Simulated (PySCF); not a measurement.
Harmonic spectrum computed at PBE in the def2-TZVP basis family (core potentials from Rb on, PySCF, no spin–orbit coupling):

```json
{"ω (cm⁻¹)": "151", "IR (km/mol, summed over degenerate members)": "244", "degeneracy": "2"}
{"ω (cm⁻¹)": "541", "IR (km/mol, summed over degenerate members)": "0.0", "degeneracy": "1"}
{"ω (cm⁻¹)": "848", "IR (km/mol, summed over degenerate members)": "133", "degeneracy": "1"}
```

Question: Which molecule gave it? In each, all ligands are bound to the one heavy central atom.
A. AlF₂ (doublet)
B. MgF₂ (singlet)
C. GeF₂ (singlet)
D. SiF₂ (singlet)

Answer: B. It has D∞h symmetry with Mg–F 1.764 Å (×2).
